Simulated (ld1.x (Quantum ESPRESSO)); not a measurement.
Reading a pseudo-wave (cobalt)

Columns: radius, all-electron u(r) and pseudo u(r) of the 3d shell (level -17.29 eV) of cobalt in the configuration [Ar] 3d7 4s1 4p0; LDA (PZ), scalar-relativistic, TM semilocal scheme, ld1.x (Quantum ESPRESSO) 7.5.

| r (bohr) | all-electron | pseudo |
| --- | --- | --- |
| 0.113 | 0.1074 | 0.0337 |
| 0.225 | 0.3906 | 0.2220 |
| 0.338 | 0.6646 | 0.5512 |
| 0.450 | 0.8456 | 0.8500 |
| 0.563 | 0.9357 | 0.9968 |
| 0.675 | 0.9569 | 1.0039 |
| 0.788 | 0.9349 | 0.9512 |
| 0.900 | 0.8890 | 0.8909 |
| 1.013 | 0.8308 | 0.8308 |
| 1.125 | 0.7686 | 0.7686 |
| 1.238 | 0.7057 | 0.7057 |
| 1.350 | 0.6453 | 0.6453 |
| 1.463 | 0.5878 | 0.5878 |
| 1.575 | 0.5346 | 0.5346 |
| 1.688 | 0.4850 | 0.4850 |
| 1.800 | 0.4399 | 0.4399 |
| 1.913 | 0.3982 | 0.3982 |
| 2.025 | 0.3605 | 0.3605 |
| 2.138 | 0.3259 | 0.3259 |
| 2.250 | 0.2946 | 0.2946 |
| 2.363 | 0.2660 | 0.2660 |
| 2.475 | 0.2402 | 0.2402 |
| 2.588 | 0.2167 | 0.2167 |
| 2.700 | 0.1955 | 0.1955 |
| 2.813 | 0.1761 | 0.1761 |
| 2.925 | 0.1587 | 0.1587 |

(1) How many radial nodes do the two functions have?

(2) At about which radius was the pseudo-wave matched?

(3) Where does each function peak?

(4) Is the pseudo-wave norm-conserving?

Answers

(1) The all-electron 3d function has n − l − 1 = 0; the pseudo-wave has 0.

(2) 1.05 bohr, where the columns begin to agree (steps of 0.11 bohr).

(3) Outermost all-electron maximum near 0.68 bohr, pseudo maximum near 0.68 bohr (to the table’s step).

(4) Yes: the TM semilocal scheme keeps the norm inside the radius equal to the all-electron one, which fixes the energy derivative of the logarithmic derivative at the level.
